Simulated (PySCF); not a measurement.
ZrOCl2, SMILES [Zr](=[O])([Cl])[Cl], multiplicity 1.

Geometry optimised at B3LYP-D3(BJ)/def2-SVP. The multiplicity is an assumed one; other spin states were not compared. The def2 effective core potentials stand for the cores of Zr; spin–orbit coupling is left out.

Calculation: ωB97X/def2-TZVPD (PySCF).

Symmetry labels are those of the subgroup Cs that the program uses (full group Cs).

### Question
List the valence orbital energies around the gap with their symmetry. (An estimate is asked for; the answer gives what the named calculation found.)

### Answer

```
orbital  symmetry  energy (eV)
-------  --------  -----------
HOMO−7         A"       -13.34
HOMO−6         A'       -12.89
HOMO−5         A'       -12.59
HOMO−4         A"       -12.43
HOMO−3         A'       -12.05
HOMO−2         A"       -12.00
HOMO−1         A'       -11.59
HOMO           A"       -11.49
LUMO           A'        -1.49
LUMO+1         A"        -0.57
LUMO+2         A'         0.38
LUMO+3         A'         1.29
```
